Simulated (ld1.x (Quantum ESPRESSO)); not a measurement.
Which change was made? (Pt, TM)

```json
{
  "Element": "Pt",
  "Generator": "ld1.x (Quantum ESPRESSO) 7.5",
  "Type": "norm-conserving Troullier–Martins (Kleinman–Bylander form)",
  "Functional": "PBE",
  "Relativity": "scalar-relativistic",
  "Frozen core": "[Xe] 4f14",
  "Valence charge": "10",
  "Reference configuration": "5d8 6s2 6p0",
  "Partial waves": "6s (bound): rc 2.40 bohr; 6p (bound, empty): rc 2.30 bohr; 5d (bound): rc 1.95 bohr",
  "Local potential": "all-electron potential smoothed inside 2.30 bohr (lloc = -2)",
  "Core correction": "a·sin(br)/r model core inside 2.05 bohr"
}
```

Cutoffs, loose and tight: the cutoffs (Ry, on a coarse ladder) from which the occupation-weighted sum of valence levels, in a spherical-Bessel basis at the reference potential, stays within 10 and 1 mRy of its value at 400 Ry. They do not see the model core or the augmentation charge, which bear on the density cutoff. Test errors are all-electron minus pseudo excitation energies from the reference, over the configurations 5d9 6s1 6p0; 5d9 6s0 6p0; 5d8 6s0 6p0; 5d9 6s0.5 6p0; 5d6 6s0 6p0; 5d10 6s0 6p0; 5d8 6s1 6p0; variants that change the core or the reference have their own tests.

The base gives: outcome: generated; cutoff, loose: 40 Ry; cutoff, tight: 50 Ry; bound ghosts: none; largest test error (meV): -386.

After one change the result is: outcome: generated; cutoff, loose: 40 Ry; cutoff, tight: 50 Ry; bound ghosts: none; largest test error (meV): -732. Which change was it?
A. local potential the s channel
B. reference 5d9 6s0.5 6p0
C. wave 6p (bound): rc 2.30 bohr becomes 6p (bound): rc 1.44 bohr
D. all radii but the core radius scaled by about 1.31 (s 3.14, p 3.00, d 2.54 bohr); local potential all-electron potential smoothed inside 3.00 bohr (lloc = -2)

B. The others give: wave 6p (bound): rc 2.30 bohr becomes 6p (bound): rc 1.44 bohr → outcome: generated; cutoff, loose: 40 Ry; cutoff, tight: 50 Ry; bound ghosts: p; largest test error (meV): -386 | local potential the s channel → outcome: generated; cutoff, loose: 40 Ry; cutoff, tight: 50 Ry; bound ghosts: none; largest test error (meV): -515 | all radii but the core radius scaled by about 1.31 (s 3.14, p 3.00, d 2.54 bohr); local potential all-electron potential smoothed inside 3.00 bohr (lloc = -2) → outcome: generated; cutoff, loose: 35 Ry; cutoff, tight: 45 Ry; bound ghosts: none; largest test error (meV): -969.
